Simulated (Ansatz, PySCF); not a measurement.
Gas-phase reaction (SMILES): CCF [fluoroethane] + C (CH4) → CC (C2H6) + CF (CH3F); bond separation energy.

Structures are relaxed separately at B3LYP-D3(BJ)/def2-TZVP in Ansatz (a program for electronic structure). Valence correlation only, unless marked. Spin-orbit coupling is left out. No relativistic terms. CBS marks a two-point X^-3 extrapolation of the correlation energy; Hartree-Fock from the larger set. [CCSD(T)-MP2]/basis is that difference in the basis named. Thermal terms are rigid-rotor harmonic-oscillator values from B3LYP-D3(BJ) frequencies (Ansatz or PySCF) at 298.15 K and 1 atm. 1 Eh = 627.5095 kcal/mol.

| species | E, RI-MP2/CBS(cc-pVTZ,cc-pVQZ)+[CCSD(T)-MP2]/cc-pVTZ (Ansatz) (Eh) | E, wB97M-V/def2-TZVPD (Ansatz) (Eh) | H - E (Eh) | G - E (Eh) |
|---|---|---|---|---|
| CCF | -178.89733 | -179.05853 | 0.07254 | 0.04259 |
| C (CH4) | -40.46125 | -40.49098 | 0.04840 | 0.02728 |
| CC (C2H6) | -79.71807 | -79.79204 | 0.07887 | 0.05302 |
| CF (CH3F) | -139.63110 | -139.74790 | 0.04297 | 0.01769 |

Task: Work out ΔE and ΔH, ΔG, ΔS and the equilibrium constant at 298.15 K at the first level, then ΔH at the second.

Result: 
1. ΔE = [(-79.71807) + (-139.63110)] - [(-178.89733) + (-40.46125)] = 0.00941 Eh = 5.9 kcal/mol at RI-MP2/CBS(cc-pVTZ,cc-pVQZ)+[CCSD(T)-MP2]/cc-pVTZ.
2. The terms H - E add up to 0.00090 Eh, so ΔH = (0.00941 + (0.00090))×627.5095 = 6.5 kcal/mol.
3. The terms G - E add up to 0.00084 Eh, so ΔG = 6.4 kcal/mol, and ΔS = (0.00090 - (0.00084))×627509.5/298.15 = 0.1 cal/(mol K).
4. log10 K = -ΔG/(RT ln 10) = -4.7, with RT ln 10 = 1.3642 kcal/mol.
5. At wB97M-V/def2-TZVPD the same steps give ΔE = 6.0 and ΔH = 6.6 kcal/mol, a shift of +0.1 from the first level.
6. Tabulated enthalpies of formation (CCF -65.1 kcal/mol, ATcT 1.112; C (CH4) -17.8 kcal/mol, ATcT 1.112; CC (C2H6) -20.0 kcal/mol, ATcT 1.112; CF (CH3F) -56.5 kcal/mol, ATcT 1.112) give ΔH = 6.4, so the errors are +0.1 and +0.2 kcal/mol; the tables hold anharmonic motion, scalar relativity, which both levels lack, and core correlation, which the frozen-core level lacks.
